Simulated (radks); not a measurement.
The numbers below are computed, except where a source is named.
Question: Ionisation ladder of iridium, from Ir I to Ir XXII. Each ion is in the ground configuration listed by NIST, and IE = E(next ion) - E(this ion). Code: a radial shooting solver on a logarithmic mesh with Libxc functionals. Model: scalar-relativistic Kohn-Sham, PBEsol, spin-polarised, spherical densities, finite nucleus; open shells are filled with parallel spins first (spin-orbit coupling, left out, can overturn this in heavy ions); Fermi nuclear charge, rms radius 5.4032 fm.

species            configuration  IE, Delta-SCF (eV)  -e(HOMO) (eV)     HOMO
Ir I           [Xe] 4f14 5d7 6s2                   ?          5.857  6s down
Ir II          [Xe] 4f14 5d7 6s1              18.187         13.962  5d down
Ir III             [Xe] 4f14 5d7              29.097         23.269  5d down
Ir IV              [Xe] 4f14 5d6              41.416         35.110  5d down
Ir V               [Xe] 4f14 5d5              59.209         52.103    5d up
Ir VI              [Xe] 4f14 5d4                   ?         66.480    5d up
Ir VII             [Xe] 4f14 5d3              89.367         81.582    5d up
Ir VIII            [Xe] 4f14 5d2              105.36         97.308    5d up
Ir IX              [Xe] 4f14 5d1                   ?         113.56    5d up
Ir X                   [Xe] 4f14              197.55         187.57       5p
Ir XI     [Kr] 4d10 4f14 5s2 5p5              217.91         207.83  5p down
Ir XII    [Kr] 4d10 4f14 5s2 5p4              238.37         228.28  5p down
Ir XIII   [Kr] 4d10 4f14 5s2 5p3              264.36         253.74    5p up
Ir XIV    [Kr] 4d10 4f14 5s2 5p2              286.01         275.33    5p up
Ir XV     [Kr] 4d10 4f14 5s2 5p1              307.70         297.04    5p up
Ir XVI        [Kr] 4d10 4f14 5s2              375.08         356.10       4f
Ir XVII       [Kr] 4d10 4f13 5s2              413.97         394.35  4f down
Ir XVIII      [Kr] 4d10 4f12 5s2              441.46         429.45  5s down
Ir XIX        [Kr] 4d10 4f12 5s1              470.02         457.75    5s up
Ir XX             [Kr] 4d10 4f12              516.03         495.11  4f down
Ir XXI            [Kr] 4d10 4f11              558.77         537.26  4f down
Ir XXII           [Kr] 4d10 4f10                   ?         580.60  4f down

Estimate the withheld Delta-SCF values.

Answer: Ir I: 9.048 eV (NIST 8.967); Ir VI: 73.952 eV (NIST 72); Ir IX: 121.83 eV (NIST 123); Ir XXII: 602.67 eV (NIST 610).
